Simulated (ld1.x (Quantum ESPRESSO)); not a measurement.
Before and after: TM potential for scandium (Sc)

ld1.x (Quantum ESPRESSO) 7.5 input, shortened:

```
&input
   title='Sc', zed=21., rel=1, dft='PBESOL', iswitch=3,
   config='[Ar] 3d1 4s2 4p0 4f-2'
 /
 &inputp
   pseudotype=2, tm=.true., lloc=-2, rcloc=2.80,
   nlcc=.true., new_core_ps=.true., rcore=1.20
 /
4
4S  1  0   2.00   0.00  2.40  2.40  0.0
3P  2  1   6.00   0.00  1.80  1.80  0.0
3D  3  2   1.00   0.00  2.80  2.80  0.0
4F  4  3  -2.00   0.40  3.00  3.00  0.0
 &test
   configts(1)='3p6 3d1 4s2 4p0'
 /
```

Change: local potential all-electron potential smoothed inside 1.52 bohr (lloc = -2).

Cutoffs: the cutoffs (Ry, on a coarse ladder) from which the occupation-weighted sum of valence levels, in a spherical-Bessel basis at the reference potential, stays within 10 and 1 mRy of its value at 400 Ry; they do not see the model core or the augmentation charge, which bear on the density cutoff. Errors are all-electron minus pseudo energies relative to the spin-unpolarised reference configuration.

Q: How do hardness, ghosts and transferability respond?

A: The potential gets neither clearly harder nor softer (35 Ry and 60 Ry → 35 Ry and 60 Ry); a bound ghost appears in s, which as a rule spoils a file; the number of tests that count goes from 7 to 6; of the 6 tests that both files solve, the error grows in 3 and shrinks in 3 by more than 15 % and 0.3 meV (median size 21.5 → 22.6 meV); the range in which the p phases agree widens (upper end -0.5 → 3.8). In the separable form a ghost depends on how the local part lies against the semilocal potential of the channel, so the choice of the local part can create or remove one.

```tsv
quantity	base	changed
cutoff, loose	35 Ry	35 Ry
cutoff, tight	60 Ry	60 Ry
loose cutoff by channel (10 mRy a level)	s 6 Ry, p 30 Ry, d 30 Ry	s 10 Ry, p 30 Ry, d 30 Ry
bound ghosts	none	s
tests counted (converged, no solver errors)	7 of 7	6 of 7
error for 3p6 3d1 4s1 4p0, meV [ΔE 6.90 eV]	+0.8	-6.3
error for 3p6 3d1 4s0 4p0, meV [ΔE 19.55 eV]	-20	-16
error for 3p6 3d0 4s0 4p0, meV [ΔE 44.37 eV]	+288	+333
error for 3p6 3d2 4s0 4p0, meV [ΔE 7.54 eV]	+23	+46
error for 3p6 3d1.5 4s1.5 4p0, meV [ΔE 0.68 eV]	+6.9	+2.4
error for 3p6 3d1 4s0 4p2, meV [ΔE 5.68 eV]	-629	-29
s: phases at 3.24 bohr within 0.05 rad from the reference energy up to (Ry; the scan ends near 5)	0.8	n/a
p: phases at 3.24 bohr within 0.05 rad from the reference energy up to (Ry; the scan ends near 5)	-0.5	3.8
d: phases at 3.24 bohr within 0.05 rad from the reference energy up to (Ry; the scan ends near 5)	0.5	0.7
f: phases at 3.24 bohr within 0.05 rad from the reference energy up to (Ry; the scan ends near 5)	3.9	4.1
```

Changed file: Tests not counted: 3p6 3d0 4s2 4p1 (solver errors, printed error -23.1 eV). These tests converged, but a pseudo level misses the all-electron one widely, so the file describes the atom poorly there or has found another state: 3p6 3d0 4s0 4p0: empty 4s by 6.1 eV. A true bound ghost makes a file unfit for plane-wave use even where its test errors are small: the radial tests pick states by their node count and pass the ghost by. Where a test does run into it, the solver fails or the error is huge.
